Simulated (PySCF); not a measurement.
**Predicted spectroscopic data**

[PySCF: coordinates at the PBE0-D3(BJ)/def2-SVP level; shieldings: GIAO PBE0/pcSseg-1; J: B3LYP/pcJ-1 (spin–dipole term left out of most H,H and C,H couplings); rapidly exchanging positions averaged; no solvent model; one conformer; non-relativistic]

References, each an isolated molecule treated in the same way: ¹H (31.27 ppm), ¹³C (184.41 ppm) against TMS. Multiplet labels drop J under 1 Hz and among equivalent protons, and merge close values. Unscaled 3J(H,H) run several per cent high. Where no couplings were computed, multiplicities follow the n + 1 count of equivalent neighbours, and m marks all less simple cases (inequivalent or close neighbours, rings, F or P nearby). Couplings to H on boron are left out. Carbons bonded to boron are broad in practice. Shifts are as computed. Against solution values, carbons near 30 ppm lie about +2 ppm off and those near 130 ppm about +5 ppm; carbons on S a further +3 ppm. Of 1313 compounds with measured shifts, 239 miss one by over three times the rms of a fit or turn the order of signals round; such compounds aren't used in these exercises. Across acyclic CH2–CH2 and CH–CH2 bonds, 3J(H,H) assumes equally populated rotamers. OH and NH positions are gas-phase values without hydrogen bonding to other molecules.

Compound 1 (C$_{6}$H$_{11}$NOSi$_{2}$). ¹H NMR (400 MHz, computed): δ 7.35 (m, 2H), 7.02 (t, 1H), 6.85 (d, 2H), 5.11 (s, 2H), 4.80 (s, 3H), 0.61 (br s, 1H). ¹³C{¹H} NMR (computed): δ 161.4 (C), 135.3 (CH), 125.7 (CH), 122.3 (CH). Structure: SMILES [SiH3]N[SiH2]Oc1ccccc1.

Compound 2 (C$_{4}$H$_{13}$NSi$_{4}$). ¹H NMR (400 MHz, computed): δ 7.32 (m, 1H), 7.11 (m, 1H), 5.41 (t, 1H), 4.85 (s, 6H), 4.82 (m, 2H), 4.81 (m, 2H). ¹³C{¹H} NMR (computed): δ 167.1, 156.1, 151.4, 117.0. Structure: `C1=C[SiH2]C(N([SiH3])[SiH3])=C[SiH2]1`.

Compound 3 (C$_{3}$H$_{12}$BN). ¹H NMR (400 MHz, computed): δ 2.65 (sept, J = 7.3 Hz, 1H), 2.31 (br s, 2H), 2.05 (br, 3H), 1.17 (d, J = 7.3 Hz, 6H). ¹³C{¹H} NMR (computed): δ 50.9 (CH), 23.1 (CH3). Structure: `[NH2+]([BH3-])C(C)C`.

Compound 4 (C$_{6}$H$_{9}$N$_{3}$S). ¹H NMR (400 MHz, computed): δ 7.00 (m, 1H), 5.98 (m, 1H), 4.96 (m, 1H), 2.49 (s, 3H), 2.25 (s, 3H). ¹³C{¹H} NMR (computed): δ 151.3, 144.3, 139.5, 104.5, 17.8, 11.5. Structure: `C=Cn1nc(C)c(SC)n1`.
